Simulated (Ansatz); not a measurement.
`C[N](C)[ZnH]` → 2 C• + 7 H• + N• + Zn (atom)  (atomization)

Calculated with Ansatz (gas phase, PBE0-D4/def2-TZVP geometries, no zero-point term in ΔE). CCSD(T)/CBS is the MP2 limit (def2-TZVPP, def2-QZVPP) plus CCSD(T) − MP2 in def2-TZVPP, frozen cores. This one scheme is used for every species, atoms too. DFT in def2-TZVPP. No spin–orbit coupling; open shells (•) take unrestricted orbitals. Spin–orbit coupling would lower the free atoms: a little for C. Bonds to Zn are less sure, by a few kJ/mol each and by 10 to 20 or more in all where they break to atoms, as the def2 sets lack core-valence functions. Scalar relativity is left out up to krypton.

| level | ΔE (kcal/mol) |
| --- | --- |
| BHLYP-D4 | 842.8 |
| BLYP | 852.7 |
| HF/def2-SVP | 628.0 |
| MP2/CBS(def2) | 873.1 |

**Question.** What does CCSD(T)/CBS give? (Best estimate.)

**Answer.** Ansatz gave: +864.2 kcal/mol. The listed levels differ from it by -21.4, -11.5, -236.2, 8.9 kcal/mol.

Largest T1 diagnostic among the species: 0.017.

At CCSD(T), def2-SVP lies −43.6 kcal/mol from the extrapolated value and def2-TZVPP −20.8 kcal/mol: correlation converges slowly with the basis, and small sets miss more of it in the bonded molecule than in its fragments. From BLYP to BHLYP (50 % exact exchange), in def2-TZVPP and without D4, ΔE moves by −15.2 kcal/mol: exact exchange takes away binding that semilocal exchange gives to molecules. In def2-TZVPP, CCSD(T) changes the Hartree–Fock value by +225.3 kcal/mol (the triples alone add +11.8 kcal/mol) and MP2 by +234.2 kcal/mol; breaking electron pairs costs correlation energy, which Hartree–Fock lacks.

For atomizations the MP2-based limit and the directly extrapolated one differ by several kJ/mol either way, and by 10 to 25 for some Ge, Se and Sn compounds, so smaller differences from it don't rank the levels.
